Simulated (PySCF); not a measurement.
# Partial charges of `[SiH3]CN[SiH2][SiH3]`

CH11NSi3.
Z-matrix (Å and degrees, GFN2-xTB geometry), rows numbered from 1:
```
Si
C   1  1.9115
N   2  1.4502  1  113.95
Si  3  1.7204  2  124.10  1    90.38
Si  4  2.3035  3  107.68  2    51.74
H   1  1.4622  2  109.38  3   -59.90
H   1  1.4659  2  108.15  3    59.30
H   1  1.4625  2  108.68  3   178.99
H   2  1.0926  1  110.18  3   121.10
H   2  1.0976  1  109.82  3  -121.90
H   3  1.0091  2  111.06  1   -58.66
H   4  1.4824  3  113.94  2   -72.59
H   4  1.4686  3  101.81  2   174.12
H   5  1.4670  4  114.48  3    39.46
H   5  1.4705  4  113.24  3   -81.37
H   5  1.4669  4  111.40  3   159.72
```

Density: PBE0/pcSseg-1 (PySCF); schemes: Mulliken, IAO, Hirshfeld and ESP-fitted. Geometry: GFN2-xTB, one conformer, isolated molecule.

Question: At which atom do the 4 schemes differ most?

Answer: At N3: from -0.765 (ESP-fitted) to -0.244 e (Hirshfeld), 0.521 e apart.

Question: Which atoms carry the highest charge in the Mulliken, IAO, Hirshfeld and ESP-fitted schemes?

Answer: The schemes don't all agree: Mulliken Si1 and Si4 (+0.479); IAO Si4 (+0.607); Hirshfeld Si1 (+0.306); ESP-fitted Si4 (+0.463).

Question: Give the atomic charges in each scheme.

Answer: In e:

```tsv
atom	environment	Mulliken	IAO	Hirshfeld	ESP-fitted
Si1	SiH3 silicon	+0.479	+0.582	+0.306	+0.367
C2	sp3 carbon bound to nitrogen	-0.316	-0.409	-0.109	-0.032
N3	silicon-bound nitrogen	-0.661	-0.666	-0.244	-0.765
Si4	SiH2 silicon	+0.479	+0.607	+0.279	+0.463
Si5	SiH3 silicon	+0.105	+0.250	+0.208	+0.147
H6	Si–H hydrogen	-0.076	-0.115	-0.075	-0.084
H7	Si–H hydrogen	-0.089	-0.121	-0.079	-0.102
H8	Si–H hydrogen	-0.091	-0.121	-0.078	-0.117
H9	methylene hydrogen	+0.155	+0.140	+0.039	+0.082
H10	methylene hydrogen	+0.145	+0.146	+0.039	+0.078
H11	N–H hydrogen	+0.202	+0.255	+0.113	+0.381
H12	Si–H hydrogen	-0.091	-0.152	-0.095	-0.129
H13	Si–H hydrogen	-0.084	-0.113	-0.080	-0.106
H14	Si–H hydrogen	-0.044	-0.091	-0.072	-0.052
H15	Si–H hydrogen	-0.057	-0.098	-0.077	-0.061
H16	Si–H hydrogen	-0.054	-0.092	-0.075	-0.069
```

Mean size of the charges over all atoms: IAO 0.247 e, Mulliken 0.196 e, ESP-fitted 0.190 e, Hirshfeld 0.123 e. Each set sums to the total charge, 0, to within 0.001 e. The Mulliken scheme gives each basis function's population to the atom it is centred on and halves the overlap population of two atoms between them. The ESP scheme is a least-squares fit of atom-centred charges to the potential on four shells outside the van der Waals surface, with the total charge fixed.

Question: Sum the charges by element, for elements with more than one atom.

Answer: 
```tsv
element	atoms	Mulliken	IAO	Hirshfeld	ESP-fitted
Si	3	+1.063	+1.439	+0.793	+0.977
H	11	-0.086	-0.363	-0.440	-0.180
```

Question: How many electrons does the ESP-fitted scheme count on N3?

Answer: Z − q = 7 − (-0.765) = 7.765.

Question: How closely do the schemes follow one another over all atoms?

Answer: Correlation coefficient and root-mean-square difference: Mulliken with IAO 0.99, 0.068 e; IAO with Hirshfeld 0.96, 0.178 e; Mulliken with ESP-fitted 0.94, 0.097 e; IAO with ESP-fitted 0.92, 0.127 e; Mulliken with Hirshfeld 0.92, 0.144 e; Hirshfeld with ESP-fitted 0.88, 0.158 e.
